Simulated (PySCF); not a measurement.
Mn(OH)2 (H2MnO2), SMILES [Mn]([OH])[OH] (connectivity only; charge and spin as stated), neutral, multiplicity 6.

Geometry optimised at B3LYP-D3(BJ)/def2-TZVP. The spin state was assumed, not searched. The values are those of a single conformer.

All values below come from TDA-PBE/def2-SVPD (PySCF).

Vertical excitations. Isolated molecule, no solvent.

Computed UV-visible absorptions:
```
state    energy (eV)  λ (nm)      f                                main pairs
-------  -----------  ------  -----  ----------------------------------------
root 1          3.54     351  0.007                          β HOMO→LUMO 99 %
root 2          3.62     342  0.005                        β HOMO−1→LUMO 99 %
root 3          3.71     335  0.000                       β HOMO→LUMO+1 100 %
root 4          3.71     334  0.000                       β HOMO→LUMO+2 100 %
root 5          3.78     328  0.001  β HOMO−1→LUMO+1 60 %, β HOMO−2→LUMO 39 %
root 6          3.80     326  0.000                      β HOMO−1→LUMO+2 96 %
root 7          3.80     326  0.002  β HOMO−2→LUMO 60 %, β HOMO−1→LUMO+1 37 %
root 8          3.97     312  0.000                      β HOMO−2→LUMO+1 95 %
root 9          3.98     312  0.000                      β HOMO−2→LUMO+2 95 %
root 10         4.20     295  0.001      α HOMO→LUMO 44 %, β HOMO−3→LUMO 55 %
```
Unrestricted roots are not spin-pure.
